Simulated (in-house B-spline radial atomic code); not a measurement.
Radial electron density of Sm VI (Sm5+), [Xe] 4f3. Computed with a B-spline radial code for spherical atoms: Dirac-Kohn-Sham PBE, spherical fractional occupations, Fermi nucleus of rms radius 5.0819 fm.

Columns: r (bohr), 4πr²n(r) (electrons per bohr), bar.

```
0.000736    2.191 #
0.000904    3.098 #
 0.00111    4.357 ##
 0.00137    6.142 ##
 0.00168    8.506 ###
 0.00206    11.67 #####
 0.00253    15.89 ######
 0.00311    21.36 #########
 0.00383    28.33 ###########
  0.0047    36.64 ###############
 0.00578    46.36 ###################
  0.0071    56.87 #######################
 0.00873    67.34 ###########################
  0.0107    76.26 ###############################
  0.0132    82.41 #################################
  0.0162    84.22 ##################################
  0.0199    81.82 #################################
  0.0245    77.11 ###############################
  0.0301    74.14 ##############################
   0.037    77.22 ###############################
  0.0454    87.65 ###################################
  0.0558    101.2 #########################################
  0.0686    108.7 ############################################
  0.0843    103.3 ##########################################
   0.104    89.17 ####################################
   0.127    81.34 #################################
   0.156    87.21 ###################################
   0.192    95.57 #######################################
   0.236    85.88 ###################################
    0.29    58.99 ########################
   0.357    39.17 ################
   0.438    39.68 ################
   0.539    44.35 ##################
   0.662    36.78 ###############
   0.814     22.8 #########
       1     14.1 ######
    1.23    10.76 ####
    1.51    7.703 ###
    1.86    3.878 ##
    2.28    1.279 #
     2.8    0.253 
    3.44  0.02726 
    4.23 0.001375 
     5.2 2.939e-05
```

On this grid the curve has 4 maxima, near 0.0162, 0.0686, 0.192, 0.539 bohr.

The 4f5/2 radial function P(r) = rR(r), positive near the nucleus, with its small component Q(r) (sign convention: Q ≈ (P' + κP/r)/2c):

| r (bohr) | P | Q |
| --- | --- | --- |
| 0.0301 | 0.001575 | 0.001183 |
| 0.0454 | 0.006391 | 0.003153 |
| 0.0686 | 0.02394 | 0.007592 |
| 0.104 | 0.08003 | 0.0159 |
| 0.156 | 0.221 | 0.0271 |
| 0.236 | 0.5044 | 0.0365 |
| 0.357 | 0.8823 | 0.03593 |
| 0.539 | 1.125 | 0.02409 |
| 0.814 | 1.002 | 0.01022 |
| 1.23 | 0.6146 | 0.002421 |
| 1.86 | 0.2378 | -4.29e-06 |
| 2.8 | 0.04789 | -0.0001227 |
| 4.23 | 0.00332 | -1.489e-05 |
